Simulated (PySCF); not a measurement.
# How methods differ on the ionisation energy of Rh

Rh [Kr] 4d8 5s1 (4F) → Rh⁺ [Kr] 4d8 (3F), as a difference of total energies. Calculation: PySCF 2.14, in x2c-TZVPall; scalar relativity by spin-free X2C-1e. Correlated levels: valence: [Kr] frozen. The calculations carry no spin-orbit coupling.

```csv
method,ionisation energy (eV),error (eV)
UHF,6.313,-1.166
M06-L,7.155,-0.324
PBE0,7.531,+0.052
MP2 (valence),6.970,-0.509
SCS-MP2 (valence),6.808,-0.671
```

Reference: 7.479 eV (measured; NIST levels, between the centres of gravity of the two terms).

Errors of the correlated levels include the incompleteness of this basis and the frozen core.
